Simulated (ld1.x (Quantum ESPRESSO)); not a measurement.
**Xe (Z = 54): one change to a TM potential, before and after**

* Element: Xe (Z = 54)
* Generator: ld1.x (Quantum ESPRESSO) 7.5
* Type: norm-conserving Troullier–Martins (Kleinman–Bylander form)
* Functional: PBE
* Relativity: non-relativistic
* Frozen core: [Ar] 3d10 4s2
* Valence charge: 24
* Reference configuration: 4p6 4d10 5s2 5p6
* Partial waves: 5s (bound): rc 1.65 bohr; 4p (bound): rc 1.20 bohr; 4d (bound): rc 0.85 bohr
* Local potential: all-electron potential smoothed inside 1.15 bohr (lloc = -1)
* Core correction: none

Occupied shells without a wave of their own: 5p. They enter only through the test configuration that unscreens the potential.

All-electron outer shells of the reference configuration (PBE, non-relativistic, ld1.x):

| shell | level (eV) | outermost node (bohr) | outermost maximum (bohr) |
| --- | --- | --- | --- |
| 3d | -663.16 | – | 0.23 |
| 4s | -182.26 | 0.38 | 0.69 |
| 4p | -138.05 | 0.37 | 0.70 |
| 4d | -62.15 | 0.34 | 0.75 |
| 5s | -18.09 | 0.89 | 1.69 |
| 5p | -8.29 | 0.94 | 1.94 |

Change: scalar-relativistic.

Cutoffs: the cutoffs (Ry, on a coarse ladder) from which the occupation-weighted sum of valence levels, in a spherical-Bessel basis at the reference potential, stays within 10 and 1 mRy of its value at 400 Ry; they do not see the model core or the augmentation charge, which bear on the density cutoff. Errors are all-electron minus pseudo energies relative to the spin-unpolarised reference configuration.

How do hardness, ghosts and transferability respond?

The potential gets harder (140 Ry and 180 Ry → 160 Ry and 200 Ry); both files keep a bound ghost (s); the number of tests that count goes from 6 to 7; of the 6 tests that both files solve, the error grows in 4 and shrinks in 1 by more than 15 % and 0.3 meV (median size 56.7 → 142.8 meV).

| quantity | base | changed |
| --- | --- | --- |
| cutoff, loose | 140 Ry | 160 Ry |
| cutoff, tight | 180 Ry | 200 Ry |
| loose cutoff by channel (10 mRy a level) | s 25 Ry, p 55 Ry, d 120 Ry | s 30 Ry, p 55 Ry, d 120 Ry |
| bound ghosts | s | s |
| largest miss of a reference level, eV | 0.03 | 0.07 |
| tests counted (converged, no solver errors) | 6 of 7 | 7 of 7 |
| error for 4p6 4d10 5s2 5p5, meV [ΔE 12.57 → 12.54 eV] | -34 | +85 |
| error for 4p6 4d10 5s2 5p4, meV [ΔE 34.27 → 34.29 eV] | -80 | +200 |
| error for 4p6 4d10 5s2 5p3, meV [ΔE 65.86 → 66.01 eV] | -138 | +345 |
| error for 4p6 4d10 5s1 5p6, meV [ΔE 22.89 → 24.68 eV] | -6.0 | -1.0 |
| error for 4p6 4d9 5s2 5p6, meV [ΔE 70.57 → 67.71 eV] | +18 | -19 |
| error for 4p6 4d10 5s2 5p2, meV [ΔE 107.93 → 108.33 eV] | -208 | +521 |
| s: phases at 1.81 bohr within 0.05 rad from the reference energy up to (Ry; the scan ends near 5) | 2.6 | 3.4 |
| p: phases at 1.81 bohr within 0.05 rad from the reference energy up to (Ry; the scan ends near 5) | to the end of the scan | to the end of the scan |
| d: phases at 1.81 bohr within 0.05 rad from the reference energy up to (Ry; the scan ends near 5) | to the end of the scan | to the end of the scan |

Base: Tests not counted: 4p5 4d10 5s2 5p6 (pseudo-atom not self-consistent, printed error -52 meV). ld1.x printed “convergence not achieved” for 6 of the counted tests; their residual had stalled under 1e-8, short of the target of 1e-14. The 5p level has no wave, so the channel is fitted at the deeper level alone: the likely source of the large errors. Changed file: ld1.x printed “convergence not achieved” for 7 of the counted tests; their residual had stalled under 1e-8, short of the target of 1e-14. The 5p level has no wave, so the channel is fitted at the deeper level alone: the likely source of the large errors. A true bound ghost makes a file unfit for plane-wave use even where its test errors are small: the radial tests pick states by their node count and pass the ghost by.
